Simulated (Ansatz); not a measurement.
Geometry optimisation, RKS PBE-D4/def2-SVP (Ansatz).

input.yaml

```yaml
crystal:
  periodic: [false, false, false]
  atoms:
    - { symbol: C, position_ang: [-0.0583, -0.0125, -2.5564] }
    - { symbol: "N", position_ang: [-0.1302, 0.286, -3.6528] }
    - { symbol: H, position_ang: [0.0187, -0.2936, -1.5374] }
    - { symbol: Si, position_ang: [-0.0844, 0.014, 1.6111] }
    - { symbol: Cl, position_ang: [1.7317, -0.0966, 0.7434] }
    - { symbol: H, position_ang: [-0.6812, 1.2908, 1.2369] }
    - { symbol: H, position_ang: [0.0894, -0.093, 3.0535] }
    - { symbol: H, position_ang: [-0.8858, -1.0953, 1.1017] }
basis:
  gaussian: { orbitals: def2-SVP }
hamiltonian:
  xc: pbe
  dispersion: d4
relax:
  f_tol: 0.02
  max_steps: 40
scf:
  lower_state_search: "off"
```

Launched with:

```bash
$ ansatz run input.yaml --threads 1 --pin off --max-ram 2048MiB --backend cpu --events-out ev --progress --plain --runs-dir out
```

Q: Where does it end, and by what steps?

A: The forces met the threshold. After 7 steps the energy has fallen by 0.246 eV; H3 moved furthest, 0.75 Å.

```json
{"step": "0", "energy less start (eV)": "0.0000", "largest force component (eV/Å)": "3.545", "accepted": "yes"}
{"step": "1", "energy less start (eV)": "-0.1778", "largest force component (eV/Å)": "1.365", "accepted": "yes"}
{"step": "2", "energy less start (eV)": "-0.2017", "largest force component (eV/Å)": "1.706", "accepted": "yes"}
{"step": "3", "energy less start (eV)": "-0.2234", "largest force component (eV/Å)": "1.428", "accepted": "yes"}
{"step": "4", "energy less start (eV)": "-0.2390", "largest force component (eV/Å)": "0.825", "accepted": "yes"}
{"step": "5", "energy less start (eV)": "-0.2441", "largest force component (eV/Å)": "0.201", "accepted": "yes"}
{"step": "6", "energy less start (eV)": "-0.2453", "largest force component (eV/Å)": "0.052", "accepted": "yes"}
{"step": "7", "energy less start (eV)": "-0.2458", "largest force component (eV/Å)": "0.003", "accepted": "yes"}
```

```xyz
8
Properties=species:S:1:pos:R:3
C 0.097 0.014 -2.572
N -0.592 0.138 -3.506
H 0.732 -0.098 -1.689
Si -0.171 0.005 1.617
Cl 1.672 -0.233 0.644
H -0.715 1.358 1.272
H 0.072 -0.110 3.091
H -1.095 -1.075 1.143
```

The run took 19 s on 1 CPU thread of a shared host.
